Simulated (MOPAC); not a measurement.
Input for MOPAC: PM3 on ClFGaH (SMILES [F][GaH][Cl]), a point of a bond scan (R = 1.696 Å).

```
PM3 1SCF PRECISE CHARGE=0 THREADS=1
ClFGaH

Ga    -0.42035658 1     0.09491825 1    -0.34524222 1
H     -1.72941886 1    -0.46990702 1    -1.26349201 1
F     -0.00462516 1     1.79964022 1    -0.33176534 1
Cl     0.86371139 1    -1.10121578 1     0.87461245 1
```

Program output:

```
*******************************************************************************
 **                                                                           **
 **                              MOPAC v23.2.5                                **
 **                                                                           **
 *******************************************************************************
 ** MOPAC's Digital Object Identifier: https://doi.org/10.5281/zenodo.6511958 **
 **                                                                           **
 ** Please cite the open-source release paper for use of this MOPAC version:  **
 ** J. E. Moussa and J. J. P. Stewart (2026)                                  **
 ** MOPAC: An open-source semiempirical molecular orbital program             **
 ** J. Open Source Softw., 11(119), 8025, https://doi.org/10.21105/joss.08025 **
 *******************************************************************************

                              PM3 CALCULATION RESULTS

 *******************************************************************************
 *  PM3        - The PM3 Hamiltonian to be used
 *
 *
 *
 *                 CHARGE ON SYSTEM = 0
 *
 *
 *
 *  PRECISE    - TIGHTER CRITERIA TO BE USED
 *  1SCF       - DO 1 SCF AND THEN STOP
 *  THREADS=1  - MULTI-THREADING NOT USED
 *  T=         - A TIME OF 172800.0 SECONDS REQUESTED
 *  DUMP=N     - RESTART FILE WRITTEN EVERY 7200.0 SECONDS REQUESTED
 *******************************************************************************
PM3 1SCF PRECISE CHARGE=0 THREADS=1
 ClFGaH

   ATOM   CHEMICAL          X               Y               Z
  NUMBER   SYMBOL      (ANGSTROMS)     (ANGSTROMS)     (ANGSTROMS)

     1      Ga         -0.42035658  *   0.09491825  *  -0.34524222  *
     2       H         -1.72941886  *  -0.46990702  *  -1.26349201  *
     3       F         -0.00462516  *   1.79964022  *  -0.33176534  *
     4      Cl          0.86371139  *  -1.10121578  *   0.87461245  *



          CARTESIAN COORDINATES

    NO.       ATOM           X           Y           Z

     1        Ga         -0.4204      0.0949     -0.3452
     2         H         -1.7294     -0.4699     -1.2635
     3         F         -0.0046      1.7996     -0.3318
     4        Cl          0.8637     -1.1012      0.8746

  H: (PM3): J. J. P. STEWART, J. COMP. CHEM. 10, 209 (1989).
  F: (PM3): J. J. P. STEWART, J. COMP. CHEM. 10, 209 (1989).
 Cl: (PM3): J. J. P. STEWART, J. COMP. CHEM. 10, 209 (1989).
 Ga: (PM3): J. J. P. STEWART, J. COMP. CHEM. 12, 320-341 (1991).

           Empirical Formula: H Ga F Cl  =     4 atoms



      MOLECULAR POINT GROUP   :   Cs


      RHF CALCULATION, NO. OF DOUBLY OCCUPIED LEVELS = 9


 -------------------------------------------------------------------------------
 PM3 1SCF PRECISE CHARGE=0 THREADS=1
 ClFGaH



     1SCF WAS SPECIFIED, SO BFGS WAS NOT USED
     SCF FIELD WAS ACHIEVED


                              PM3 CALCULATION
                                                       MOPAC v23.2.5 Linux




          FINAL HEAT OF FORMATION =        -55.62617 KCAL/MOL =    -232.73988 KJ/MOL


          COSMO AREA              =         98.63 SQUARE ANGSTROMS
          COSMO VOLUME            =         81.57 CUBIC ANGSTROMS

          IONIZATION POTENTIAL    =         11.242838 EV
          HOMO LUMO ENERGIES (EV) =        -11.243 -3.176
          NO. OF FILLED LEVELS    =          9
          MOLECULAR WEIGHT        =        125.1943         POINT GROUP:  Cs

          MOLECULAR DIMENSIONS (Angstroms)

            Atom       Atom       Distance
           Cl     4    H     2     3.41970
            F     3    H     2     2.61317
           Cl     4   Ga     1     0.00000


          SCF CALCULATIONS        =          1





   ATOM   CHEMICAL          X               Y               Z
  NUMBER   SYMBOL      (ANGSTROMS)     (ANGSTROMS)     (ANGSTROMS)

     1      Ga         -0.42035658  *   0.09491825  *  -0.34524222  *
     2       H         -1.72941886  *  -0.46990702  *  -1.26349201  *
     3       F         -0.00462516  *   1.79964022  *  -0.33176534  *
     4      Cl          0.86371139  *  -1.10121578  *   0.87461245  *

                             CARTESIAN COORDINATES

   1   Ga       -0.420356580     0.094918250    -0.345242220
   2    H       -1.729418860    -0.469907020    -1.263492010
   3    F       -0.004625160     1.799640220    -0.331765340
   4   Cl        0.863711390    -1.101215780     0.874612450


           Empirical Formula: H Ga F Cl  =     4 atoms



      MOLECULAR POINT GROUP   :   Cs


                  EIGENVALUES
 -55.97828 -20.69634 -16.72148 -15.31670 -15.25024 -13.59573 -11.76722 -11.76363
 -11.24284  -3.17623  -2.87865  -1.67890  -1.04257


              NET ATOMIC CHARGES AND DIPOLE CONTRIBUTIONS

  ATOM NO.   TYPE          CHARGE      No. of ELECS.   s-Pop       p-Pop
    1         Ga           0.770053        2.2299     1.18473     1.04521
    2          H          -0.004721        1.0047     1.00472
    3          F          -0.407653        7.4077     1.62378     5.78387
    4         Cl          -0.357680        7.3577     1.96174     5.39594
 DIPOLE           X         Y         Z       TOTAL
 POINT-CHG.    -2.990    -1.270    -2.101     3.869
 HYBRID         0.467     0.320     0.306     0.644
 SUM           -2.523    -0.950    -1.795     3.239


          ATOMIC ORBITAL ELECTRON POPULATIONS

     Atom    s        px        py        pz
    1 Ga   1.18473   0.39870   0.34531   0.30121
    2  H   1.00472
    3  F   1.62378   1.95892   1.87840   1.94655
    4 Cl   1.96174   1.81526   1.79786   1.78282

 **********************
 *                    *
 * JOB ENDED NORMALLY *
 *                    *
 **********************




 == MOPAC DONE ==
```

The run finished.

Cost: roughly 0.020 core-seconds.
